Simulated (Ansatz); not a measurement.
CH$_{4}$FGaS (`[F][GaH][CH2]S`). Charge 0, multiplicity 1. The geometry is a stationary point of PBE0-D4/def2-TZVP. It is one conformer, not always the lowest.

```xyz
8

F    -1.420    1.403    1.596
Ga   -1.027    0.595    0.079
C     0.279   -0.844    0.277
S     1.700    0.203   -0.221
H    -1.625    1.222   -1.210
H     0.231   -1.755   -0.313
H     0.449   -1.089    1.325
H     1.413    0.266   -1.533
```

What is the dipole moment at r2SCAN/def2-TZVPP? (Best estimate.)

Ansatz gave: 3.16 D, with components (0.47, -2.26, -2.15) D in this frame, pointing from negative to positive charge.

And with PBE, B3LYP, ωB97M-V? (Best estimate.)

Ansatz gave: PBE 3.09 D, B3LYP 3.19 D, ωB97M-V 3.14 D.

Give the Mulliken charges with r2SCAN, PBE, ωB97M-V in def2-TZVPP. (Estimate.)

Ansatz gave: 
| atom | r2SCAN | PBE | ωB97M-V |
| --- | --- | --- | --- |
| F1 | -0.40 | -0.35 | -0.40 |
| Ga2 | 0.47 | 0.39 | 0.48 |
| C3 | -0.21 | -0.25 | -0.37 |
| S4 | -0.15 | -0.15 | -0.13 |
| H5 | -0.04 | -0.03 | 0.00 |
| H6 | 0.11 | 0.13 | 0.15 |
| H7 | 0.10 | 0.13 | 0.15 |
| H8 | 0.11 | 0.12 | 0.12 |

B3LYP here is the variant with VWN-RPA as its local correlation; programs differ in this.
